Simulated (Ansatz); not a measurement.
```xyz
14

Si   -0.2449    0.9143   -2.1612
Si    0.7058   -0.9558   -1.1284
Si    1.0338   -0.5159    1.1430
Ge   -1.0196    0.1657    2.1361
H     0.6412    2.0964   -1.9840
H    -0.4489    0.6827   -3.6165
H    -1.5613    1.2126   -1.5354
H     1.9944   -1.3054   -1.7900
H    -0.2197   -2.1156   -1.2672
H     2.0326    0.5786    1.2966
H     1.5525   -1.7221    1.8465
H    -1.4820    1.5006    1.5285
H    -0.8709    0.3483    3.6560
H    -2.1131   -0.8844    1.8762
```

Total charge 0; spin multiplicity 1.

Problem. List the PBE0/def2-TZVPP orbital energies in eV (Ansatz). (An estimate is asked.)

Solution. The calculation gave: Occupied: -10859.84, -1802.65, -1802.56, -1802.56, -1358.14, -1207.95, -1207.94, -1207.94, -170.84, -145.02, -144.94, -144.93, -120.63, -120.62, -120.62, -99.67, -99.66, -99.66, -99.59, -99.58, -99.58, -99.57, -99.57, -99.57, -33.46, -33.46, -33.44, -33.39, -33.39, -16.51, -15.66, -14.55, -13.42, -10.47, -10.33, -9.99, -9.70, -9.62, -9.46, -8.92, -8.23, -7.90. Lowest empty: -0.34, -0.22, 0.14, 0.19, 0.33, 0.62, 1.07, 1.13.
